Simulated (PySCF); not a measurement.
Species: C₆H₁₁O (doublet state).
Bonds: C1–C2, C2–C3, C3–C4, C4–C5, C5–O6, O6–C7, C1–C7. Hydrogens: H8 on C1; H9, H10 on C2; H11, H12 on C3; H13, H14 on C4; H15, H16 on C5; H17, H18 on C7.

The species is `[CH]1CCCCOC1` [radical].

Computed, not measured: PySCF, UKS B3LYP, IGLO-III on C O, pcH-1 on H, non-relativistic, mean-field spin-orbit, GIAO. Geometry: PBE0-D3(BJ)/def2-SVP, one conformer, isolated molecule. The SCF solution wasn't tested for stability.

Problem. Match the computed a_iso(13C) values +86.5, +72.1, -33.4, -29.4, -2.4 MHz with the sites C1; C2; C3; C4; C7.

Solution. 
```json
{"site": "C1", "a_iso (MHz)": "+86.5", "ρ(0) (bohr⁻³)": "+0.0769", "position": "largest spin population", "distance from C1 (Å)": "0.00", "spin population": "+1.05", "largest |T| (MHz)": "154.5"}
{"site": "C2", "a_iso (MHz)": "-29.4", "ρ(0) (bohr⁻³)": "-0.0261", "position": "1 bond from C1", "distance from C1 (Å)": "1.49", "spin population": "-0.09", "largest |T| (MHz)": "2.4"}
{"site": "C3", "a_iso (MHz)": "+72.1", "ρ(0) (bohr⁻³)": "+0.0641", "position": "2 bonds from C1", "distance from C1 (Å)": "2.53", "spin population": "+0.03", "largest |T| (MHz)": "9.9"}
{"site": "C4", "a_iso (MHz)": "-2.4", "ρ(0) (bohr⁻³)": "-0.0021", "position": "3 bonds from C1", "distance from C1 (Å)": "3.16", "spin population": "0.00", "largest |T| (MHz)": "1.1"}
{"site": "C7", "a_iso (MHz)": "-33.4", "ρ(0) (bohr⁻³)": "-0.0297", "position": "1 bond from C1", "distance from C1 (Å)": "1.49", "spin population": "-0.09", "largest |T| (MHz)": "3.1"}
```

ρ(0) is the spin density at the nucleus and T the dipolar tensor; entries for several nuclei are means. The Mulliken spin populations are largest on C1 (+1.05), C2 (-0.09), C7 (-0.09) and H17 (+0.06). No atom but C1 exceeds +0.15. The angles at C1 add up to 359.9°, so it is planar; its axial dipolar tensor and the negative coupling of its proton fit spin in a p orbital normal to that plane.

Nuclei that the bonding pattern makes equivalent are averaged, as if the motion that swaps them (rotation, inversion, ring flip) were fast. The 1H value of +103.6 MHz is a mean of couplings from 70.7 to 136.5 MHz in this one geometry, not an average over conformers. The 1H value of +41.3 MHz is a mean of couplings from 11.2 to 71.4 MHz in this one geometry, not an average over conformers.
